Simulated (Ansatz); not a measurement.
C₃H₁₁BSi, SMILES `CBCC[SiH3]`, relaxed with RKS PBE-D4/def2-SVP in Ansatz 0.2.0 from a rough embedded geometry. The force threshold is 0.03 eV/Å; the program also tests the step.

Charge 0, multiplicity 1.

Start:

```xyz
16

C    -0.748   -0.504    2.331
B    -1.151   -0.922    0.923
C    -0.153   -0.749   -0.283
C     0.095    0.792   -0.633
Si    1.239    0.929   -2.066
H    -0.539    0.617    2.434
H     0.206   -1.008    2.650
H    -1.538   -0.722    3.090
H    -2.160   -1.426    0.731
H    -0.611   -1.196   -1.225
H     0.810   -1.280   -0.098
H    -0.809    1.304   -0.816
H     0.655    1.205    0.340
H     0.639    0.344   -3.245
H     2.524    0.225   -1.823
H     1.541    2.391   -2.311
```

Q: By how much does the energy fall, and how many steps does the optimiser take? (Estimate.)

A: Ansatz gave: 54.83 kJ/mol, in 38 steps, 8 of them rejected.

Q: Which bonds change most? (Estimate.)

A: Ansatz gave: C4–H13 from 1.196 to 1.113 Å; B2–H9 from 1.145 to 1.225 Å; C4–Si5 from 1.838 to 1.900 Å; Si5–H14 from 1.447 to 1.506 Å.

Q: Give the relaxed structure. (Best estimate.)

A: Ansatz gave: 
```xyz
16

C    -0.689   -0.557    2.428
B    -1.156   -0.611    0.934
C    -0.163   -0.786   -0.270
C     0.110    0.702   -0.655
Si    1.290    0.879   -2.133
H    -1.233    0.185    3.049
H     0.405   -0.455    2.584
H    -0.982   -1.551    2.850
H    -2.344   -0.455    0.681
H    -0.598   -1.318   -1.141
H     0.794   -1.280    0.001
H    -0.836    1.229   -0.909
H     0.552    1.262    0.200
H     0.705    0.196   -3.341
H     2.613    0.231   -1.815
H     1.532    2.329   -2.465
```
